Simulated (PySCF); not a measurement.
```xyz
5
charge 0 multiplicity 1, angstrom
Sb    0.0000   -0.4239   -0.2999
S     0.0000   -2.2492   -1.5911
Br    1.9450   -0.1283    1.2848
Br   -1.9450   -0.1283    1.2848
Br    0.0000    1.8173   -1.4655
```

These are results of PySCF, PBE, basis Sb def2-SVP with ECP28, S def2-SVP, Br def2-SVP (scalar-relativistic core potentials, no spin–orbit coupling, density fitting), not measurements.

This geometry of SbSBr3 is a stationary point at this level.

Q: What is the point group?

A: C3v.

Q: Is it a minimum?

A: Yes: all harmonic wavenumbers are real.

Q: List the harmonic modes with their infrared intensities.

A: 
```json
{"symmetry": "e", "ω (cm⁻¹)": "67", "IR (km/mol, summed over degenerate members)": "0.0", "type": "bend"}
{"symmetry": "a1", "ω (cm⁻¹)": "94", "IR (km/mol, summed over degenerate members)": "1.5", "type": "bend"}
{"symmetry": "e", "ω (cm⁻¹)": "106", "IR (km/mol, summed over degenerate members)": "5.4", "type": "bend"}
{"symmetry": "a1", "ω (cm⁻¹)": "224", "IR (km/mol, summed over degenerate members)": "10.6", "type": "stretch"}
{"symmetry": "e", "ω (cm⁻¹)": "248", "IR (km/mol, summed over degenerate members)": "87.8", "type": "mixed"}
{"symmetry": "a1", "ω (cm⁻¹)": "470", "IR (km/mol, summed over degenerate members)": "35.3", "type": "stretch"}
```

Q: What are the dipole moment and the gap between the highest occupied and lowest empty levels?

A: 1.01 D and 1.60 eV.

Q: Give the ideal-gas entropy at 298.15 K and 1 bar by parts.

A: translation 183.3, rotation 126.0, vibration 104.1, spin 0.0; total 413.4 J/(mol K).

In C3v the vibrations span 3e + 3a1.

Other isomers or separated fragments may lie lower.
